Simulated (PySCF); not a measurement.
AlH2, SMILES [AlH2-] (connectivity only; charge and spin as stated), charge -1, multiplicity 1. Atoms are numbered in the order given.

```xyz
3

Al     0.0000     0.0000    -0.1550
H      0.0000     1.2352     1.0077
H      0.0000    -1.2352     1.0077
```
Charge -1, spin multiplicity 1.

The structure is a stationary point at B3LYP-D3(BJ)/def2-TZVPD.

Two levels are set side by side: PBE/pcSseg-2 (PySCF) and HF/pcSseg-2 (PySCF). GIAO shifts against TMS (¹H) at the same level; non-relativistic, no solvent, atoms listed together averaged. Differences are taken from unrounded values.

```csv
quantity,HF
"δ(¹H) of H2, H3 (ppm)",11.90
```

Question: What does PBE give, and how far is it from HF? (Estimate from the structure and the level; the computed values follow.)

Answer: 
```
quantity                 PBE  PBE minus HF
---------------------  -----  ------------
δ(¹H) of H2, H3 (ppm)  13.35          1.45
```

Rough cost on one machine, each run with all the roots and properties that it gave: HF against PBE within a factor of 2.
